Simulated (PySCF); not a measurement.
# What a mistake does to a calculation on C2H8NSi

Calculated results; nothing here was measured. They come from PySCF 2.14.0, an open-source quantum chemistry program, on an isolated molecule that a program drew, which may never have been made. The molecule is C2H8NSi (charge 0, doublet), drawn as the SMILES string `[CH2]NC[SiH3]`.

Each row is a Hartree-Fock (HF) and frozen-core CCSD(T) single point in the cc-pV(D+d)Z basis, meant for a local HF minimum. Run 1 is clean. Each other run has one planted mistake out of seven kinds, and not every kind appears here: one electron removed, one electron added, multiplicity raised by two, geometry at a saddle point, minimal basis STO-3G, one bond length entered in bohr, all coordinates scaled. The reference is restricted for singlets and unrestricted otherwise, and also for a bond in bohr. Adding or removing an electron swaps singlet and doublet. Electrons count all cores. HOMO and LUMO are orbital energies over both spins, the gradient is its largest component, and the lowest frequency (negative if imaginary) is given only where the gradient is small. Bond lengths are over the 11 bonds as drawn. T1 is the CCSD diagnostic: over 0.02 (restricted) or 0.045 (unrestricted) a single reference is doubtful.

Geometry of the clean run:
```xyz
12
C2H8NSi, angstrom
C    -1.5164    1.2387    0.2722
N    -0.8631    0.9195   -0.9200
C    -0.1007   -0.3231   -0.9715
Si    1.5853   -0.2043   -0.1077
H    -0.9667    1.0708    1.1906
H    -2.1685    2.1031    0.2343
H    -1.4723    1.0156   -1.7099
H     0.1213   -0.5400   -2.0204
H    -0.6699   -1.1839   -0.5943
H     1.4564    0.1151    1.3333
H     2.4117    0.8394   -0.7563
H     2.2693   -1.5155   -0.2352
```

```
run,electrons,basis functions,<S^2>,HOMO (eV),LUMO (eV),gradient (hartree/bohr),lowest frequency (cm^-1),mean bond (Å),longest bond (Å),T1,HF (hartree),CCSD(T) (hartree),mistake
1,41,105,0.761,-7.96,4.27,3.2e-05,80,1.3238,1.898,0.0154,-423.72305,-424.33978,no fault
2,41,32,0.758,-6.16,9.43,3.1e-02,-,1.3238,1.898,0.0118,-418.74887,-418.98971,minimal basis STO-3G
3,41,105,3.768,-2.21,-0.55,9.5e-02,-,1.3238,1.898,0.0453,-423.47220,-424.06789,multiplicity raised by two
4,42,105,0.000,1.55,8.41,7.1e-02,-,1.3238,1.898,0.0175,-423.60580,-424.25819,?
5,40,105,0.000,-16.91,-4.89,1.1e-01,-,1.3238,1.898,0.0220,-423.48533,-424.11004,?
```

**Which mistake was planted in run 4, and what did it cost?**

It counts 42 electrons, one more than the clean run, at the same geometry and basis. So the mistake is: one electron added. Subtracting run 1 and multiplying by 627.51 kcal/mol a hartree, the energy moved by 73.6 kcal/mol in HF and 51.2 kcal/mol in CCSD(T).

**Which mistake was planted in run 5, and what did it cost?**

It counts 40 electrons, one fewer than the clean run, at the same geometry and basis. So the mistake is: one electron removed. Subtracting run 1 and multiplying by 627.51 kcal/mol a hartree, the energy moved by 149.2 kcal/mol in HF and 144.2 kcal/mol in CCSD(T).

Cautions from the logs. Run 3: T1 is over the limit, so its CCSD(T) energy is less reliable; run 4: the HOMO is above zero, so the electron isn't bound and the energy depends on the basis; run 5: T1 is over the limit, so its CCSD(T) energy is less reliable.
